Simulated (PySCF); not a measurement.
Ga, doublet. Base run: R2SCAN/6-31G* (PySCF).

Here is a job for PySCF.
```python
from pyscf import gto, scf, dft

mol = gto.Mole()
mol.atom = '''
    Ga    0.000000    0.000000    0.000000
'''
mol.basis = '6-31g*'
mol.charge = 0
mol.spin = 1
mol.verbose = 4
mol.build()

mf = dft.UKS(mol)
mf.xc = 'r2scan'
mf.kernel()
```

Variants of this job, named by their change:

```csv
change,ΔE vs base (mEh),SCF cycles,<S^2>,outcome
base,0.000,8,0.754,converged
diis = off (with mf.max_cycle = 100),-,100,-,not converged
init_guess = atom,0.000,7,0.754,converged
conv_tol = 1e-7,0.000,6,0.754,converged
level_shift = 0.5 (with mf.max_cycle = 100),0.000,14,0.754,converged
diis_space = 20,0.000,8,0.754,converged
init_guess = sap,0.000,8,0.754,converged
init_guess = mod_huckel,0.000,7,0.754,converged
conv_tol_grad = 1e-7,-,50,-,not converged
conv_tol = 1e-11,0.000,41,0.754,converged
damp = 0.5; diis_start_cycle = 5,0.000,9,0.754,converged
diis_space = 12,0.000,8,0.754,converged
diis_space = 4,0.000,8,0.754,converged
```

Open shells are given as the SCF converged; they aren't shown to be the lowest states, and a large step between rows can be another state.
